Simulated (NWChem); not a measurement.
System: TiN2H4O; SMILES [NH]=[Ti]([NH2])[OH]

```xyz
8

Ti    -0.0414    -0.0346     0.2045
N     -1.6780     0.1423    -0.1414
H     -2.6634     0.1735    -0.4311
O      0.7574    -1.6451    -0.1347
H      0.4311    -2.4874    -0.4914
N      0.9127     1.5879    -0.1213
H      1.9316     1.6375    -0.2518
H      0.5098     2.4862    -0.4076
```
Atoms are numbered in this order, from 1.

Program: NWChem. Pople sets run with spherical d functions. Medium grid unless said otherwise, to which SCAN and Minnesota functionals are sensitive. Geometry: optimised at PBE-D3(BJ)/def2-SVP.

Task: Order these by “highest occupied level (eV)”, lowest first: BHandHLYP/6-31G*; OLYP/6-31G*; LC-BLYP (range parameter 0.33 per bohr)/6-31G*; B3LYP/6-31G*; LRC-wPBEh/6-31G*.

Result: LC-BLYP (range parameter 0.33 per bohr)/6-31G* (-8.95), LRC-wPBEh/6-31G* (-8.51), BHandHLYP/6-31G* (-7.89), B3LYP/6-31G* (-6.32), OLYP/6-31G* (-5.09)
